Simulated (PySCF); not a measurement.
digermane cation (Ge2H6), SMILES [GeH3][GeH3] (connectivity only; charge and spin as stated), charge +1, multiplicity 2.

Geometry optimised at B3LYP-D3(BJ)/def2-TZVP. The multiplicity is an assumed one; no other spin state was optimised.

Computed with PySCF with B3LYP-D3(BJ)/def2-TZVP.

Frequencies are harmonic and unscaled.

Modes within 1.5 cm⁻¹ of each other (mostly degenerate sets) share a row, with their intensities summed.

```tsv
mode	ν (cm⁻¹)	IR (km/mol)	moving atoms (share of kinetic energy)
1	85	0.0	H 100 %
2	121	0.0	Ge 97 %
3–4	243	0.0	H 100 %
5–6	308	0.0	H 97 %
7	648	226.9	H 96 %
8	705	0.0	H 97 %
9–10	837	0.0	H 98 %
11–12	843	138.3	H 98 %
13–14	2159	1.3	H 100 %
15–16	2209	0.0	H 98 %
17–18	2216	24.4	H 98 %
```
